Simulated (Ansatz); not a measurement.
Breaking the Mg1–O2 bond in MgO (multiplicity 1 held). Energies count from the point at 1.739 Å.


Signs of static correlation in def2-SVPD, from Ansatz (a quantum-chemistry and plane-wave program) runs.

```json
[
 {"R (Å)": "1.392", "T1 of restricted CCSD": "0.083", "⟨S²⟩ of UHF": "0.956", "largest double amplitude of restricted CCSD": "0.171"},
 {"R (Å)": "1.565", "T1 of restricted CCSD": "0.075", "⟨S²⟩ of UHF": "0.955", "largest double amplitude of restricted CCSD": "0.170"},
 {"R (Å)": "1.739", "T1 of restricted CCSD": "0.061", "⟨S²⟩ of UHF": "1.008", "largest double amplitude of restricted CCSD": "0.209"},
 {"R (Å)": "1.913", "T1 of restricted CCSD": "0.057", "⟨S²⟩ of UHF": "1.008", "largest double amplitude of restricted CCSD": "0.258"},
 {"R (Å)": "2.087", "T1 of restricted CCSD": "0.078", "⟨S²⟩ of UHF": "1.009", "largest double amplitude of restricted CCSD": "?"},
 {"R (Å)": "2.348", "T1 of restricted CCSD": "?", "⟨S²⟩ of UHF": "1.009", "largest double amplitude of restricted CCSD": "0.339"},
 {"R (Å)": "2.609", "T1 of restricted CCSD": "0.145", "⟨S²⟩ of UHF": "1.011", "largest double amplitude of restricted CCSD": "0.364"},
 {"R (Å)": "3.044", "T1 of restricted CCSD": "0.162", "⟨S²⟩ of UHF": "1.181", "largest double amplitude of restricted CCSD": "0.350"},
 {"R (Å)": "3.479", "T1 of restricted CCSD": "0.143", "⟨S²⟩ of UHF": "1.079", "largest double amplitude of restricted CCSD": "0.251"},
 {"R (Å)": "4.001", "T1 of restricted CCSD": "0.085", "⟨S²⟩ of UHF": "1.021", "largest double amplitude of restricted CCSD": "0.205"},
 {"R (Å)": "4.696", "T1 of restricted CCSD": "0.025", "⟨S²⟩ of UHF": "1.008", "largest double amplitude of restricted CCSD": "0.243"},
 {"R (Å)": "5.566", "T1 of restricted CCSD": "0.010", "⟨S²⟩ of UHF": "1.007", "largest double amplitude of restricted CCSD": "0.253"},
 {"R (Å)": "6.958", "T1 of restricted CCSD": "0.009", "⟨S²⟩ of UHF": "1.007", "largest double amplitude of restricted CCSD": "0.256"}
]
```

Q: Some entries are withheld; supply them.

A: 
- 2.087, largest double amplitude of restricted CCSD: 0.297
- 2.348, T1 of restricted CCSD: 0.117

Doubts at one or more of the structures used: T1 above 0.05 (R-CCSD(T)/def2-SVPD, U-CCSD(T)/def2-SVPD); a restricted determinant that unrestricted orbitals would lower (R-CCSD(T)/def2-SVPD); other coupled-cluster roots lie near (R-CCSD(T)/def2-SVPD); a spin-contaminated determinant (U-CCSD(T)/def2-SVPD); the program's own flag: large difference (U-CCSD(T)/def2-SVPD).
